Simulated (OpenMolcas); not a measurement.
**GaGeH5 (SMILES [GaH2][GeH3]): the electronic atomisation energy, rung by rung**

GaGeH5 has 7 atoms, charge 0, and is taken as a singlet. As SMILES, `[GaH2][GeH3]`. Geometry: relaxed at PBE0-D4/def2-TZVP.

Quantity: the electronic atomisation energy, in eV. The values are calculated. Electronic energies at fixed atoms, without zero-point motion or spin-orbit coupling.

```tsv
level	kind	program	value (eV)	CPU time (all runs)
SVWN5/def2-SVPD	LDA	OpenMolcas	18.82	47 s
revPBE/def2-SVPD	GGA	OpenMolcas	15.99	61 s
M06-L/def2-SVPD	meta-GGA	OpenMolcas	16.93	1.9 min
TPSS/def2-SVPD	meta-GGA	OpenMolcas	17.35	88 s
r2SCAN/def2-SVPD	meta-GGA	OpenMolcas	16.95	1.8 min
B3LYP/def2-SVPD	global hybrid	OpenMolcas	16.56	73 s
M06-2X/def2-SVPD	hybrid meta-GGA	OpenMolcas	16.32	76 s
PBE0/def2-SVPD	global hybrid	OpenMolcas	16.53	65 s
```

All-electron rows without a relativistic Hamiltonian named are non-relativistic. The values span 15.99 to 18.82 eV. CPU times are rough (shared hosts, several kinds of processor): they show what a rung costs within a factor of a few.
